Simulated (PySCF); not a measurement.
Species: C5H4FNS.
Geometry (GFN2-xTB, Å), atoms numbered from 1 in this order:
```xyz
12
C5H4FNS angstrom
C     -1.684    0.858   -1.583
C     -1.326   -0.233   -0.912
C     -0.185   -0.275   -0.040
N      0.622    0.707    0.205
C      1.585    0.345    1.061
F      2.503    1.238    1.422
C      1.563   -0.941    1.519
S      0.230   -1.755    0.817
H     -1.116    1.768   -1.492
H     -2.543    0.866   -2.231
H     -1.883   -1.157   -0.990
H      2.234   -1.421    2.199
```

Computed at PBE0/pcSseg-1 (PySCF, non-relativistic), with Q(14N) = 0.02044 b, Q(33S) = −0.0678 b: N4, 14N (I = 1): χzz = -4.234 MHz, η = 0.014; S8, 33S (I = 3/2): χzz = -28.32 MHz, η = 0.571.

Find the zero-field quadrupole resonance frequencies of 14N at N4.

From ν± = (3/4)|χ|(1 ± η/3) and ν0 = |χ|η/2: ν+ 3.191 MHz, ν− 3.161 MHz, ν0 0.030 MHz (pyridine-type nitrogen).

Where would the pure quadrupole (NQR) lines of 33S at S8 fall for the rigid, isolated species?

From ν = (|χ|/2)√(1 + η²/3): ν = 14.91 MHz (thiophene-type sulfur).

In a crystal, neighbours and librations shift these lines. GFN2-xTB bond lengths can be off by several hundredths of an ångström, more for odd bonds, and the gradients follow them. These gradients aren't converged with respect to the basis.

The run behind these numbers computed NMR shieldings as well. Time: 20 s of wall time. Hardware: one thread of an Arm Neoverse V1, shared host.

One conformer stands for the species.
